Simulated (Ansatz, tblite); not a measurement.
Removing and adding an electron: Zn(NH2)2 (ZnN2H4). Total charge 0; singlet. Geometry: PBE-D4/def2-TZVP. Ansatz, gas phase; energy differences of separate SCF runs; the oxidised species was run as a doublet alone; the reduced species was run as a doublet alone.

```xyz
7

Zn    0.0275    0.0408    0.0164
N     0.9750    0.1837   -1.5368
H     0.9752   -0.6523   -2.1220
H     0.7191    0.9721   -2.1322
N    -0.7930    0.0895    1.6459
H    -0.2217   -0.2249    2.4311
H    -1.6820   -0.4090    1.6976
```

The xTB rows come from tblite. Correlated methods freeze 11 core orbitals.

```json
{"level": "HF/def2-TZVPP", "−HOMO (eV)": "–", "vertical IE (eV)": "7.74", "−LUMO (eV)": "–", "vertical EA (eV)": "–", "HOMO–LUMO gap (eV)": "–", "IE − EA (eV)": "–", "remarks": "–"}
{"level": "PBE-D4/def2-TZVPD", "−HOMO (eV)": "5.59", "vertical IE (eV)": "–", "−LUMO (eV)": "1.31", "vertical EA (eV)": "-0.62", "HOMO–LUMO gap (eV)": "4.28", "IE − EA (eV)": "–", "remarks": "HOMO above zero (-1 doublet)"}
{"level": "PBE0-D4/def2-TZVP", "−HOMO (eV)": "6.82", "vertical IE (eV)": "9.11", "−LUMO (eV)": "0.39", "vertical EA (eV)": "–", "HOMO–LUMO gap (eV)": "6.43", "IE − EA (eV)": "–", "remarks": "–"}
{"level": "PBE0-D4/def2-TZVPD", "−HOMO (eV)": "6.90", "vertical IE (eV)": "–", "−LUMO (eV)": "0.54", "vertical EA (eV)": "-0.70", "HOMO–LUMO gap (eV)": "6.36", "IE − EA (eV)": "–", "remarks": "HOMO above zero (-1 doublet)"}
{"level": "MP2/def2-TZVPP", "−HOMO (eV)": "–", "vertical IE (eV)": "9.47", "−LUMO (eV)": "–", "vertical EA (eV)": "–", "HOMO–LUMO gap (eV)": "–", "IE − EA (eV)": "–", "remarks": "–"}
```

(1) Estimate the rows for GFN1-xTB, GFN2-xTB, r2SCAN-D4/def2-TZVPD, CCSD/def2-TZVPP, CCSD(T)/def2-TZVPP.

Results:

(1) 
```tsv
level	−HOMO (eV)	vertical IE (eV)	−LUMO (eV)	vertical EA (eV)	HOMO–LUMO gap (eV)	IE − EA (eV)	remarks
GFN1-xTB	9.74	13.34	5.72	2.49	4.02	10.86	–
GFN2-xTB	9.87	13.83	6.05	2.18	3.82	11.65	–
r2SCAN-D4/def2-TZVPD	5.82	–	0.90	-0.71	4.92	–	HOMO above zero (-1 doublet)
CCSD/def2-TZVPP	–	9.17	–	–	–	–	–
CCSD(T)/def2-TZVPP	–	9.27	–	–	–	–	–
```

Run but left out: PBE-D4/def2-TZVP, r2SCAN-D4/def2-TZVP (charge +1 doublet: an occupied level 0.14 eV above an empty one).   A HOMO above zero means that the electron is unbound at that level or that self-interaction error raises the level; the energy of removing that electron tells which. Raw xTB energy differences between charge states are shifted by several eV; the methods need an empirical correction for them. A negative affinity means that the extra electron isn't bound; its size then hangs on the basis.
